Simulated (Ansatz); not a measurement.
Calculated with Ansatz (gas phase, PBE0-D4/def2-TZVP geometries, no zero-point term in ΔE). CCSD(T)/CBS is the MP2 limit (def2-TZVPP, def2-QZVPP) plus CCSD(T) − MP2 in def2-TZVPP, frozen cores. This one scheme is used for every species. Functionals use def2-TZVPP. Elements past krypton have def2 core potentials. For Sn outer-core shells are correlated without core-valence functions, which leaves a few kJ/mol of doubt a bond. One conformer a species, not always the lowest.

`[CH3][SnH2][SiH2]Cl` + `N=CO` → `O/C=N/[SiH2]Cl` + `[CH3][SnH3]`  (cleavage of the Si–Sn bond)

```csv
level,ΔE (kcal/mol)
r2SCAN-D4,-10.2
ωB97M-V,-10.8
HF/def2-TZVPP,-13.8
HF/def2-QZVPP,-13.9
```

(1) What does CCSD(T)/CBS give? (Best estimate.)

Largest T1 diagnostic among the species: 0.014.

Results:

(1) Computed: -8.9 kcal/mol. The listed levels differ from it by -1.3, -1.9, -4.9, -5.0 kcal/mol.

In def2-TZVPP, CCSD(T) changes the Hartree–Fock value by +3.6 kcal/mol (the triples alone add +0.2 kcal/mol) and MP2 by +2.7 kcal/mol. From PBE to PBE0 (25 % exact exchange), in def2-TZVPP and without D4, ΔE moves by −1.0 kcal/mol.
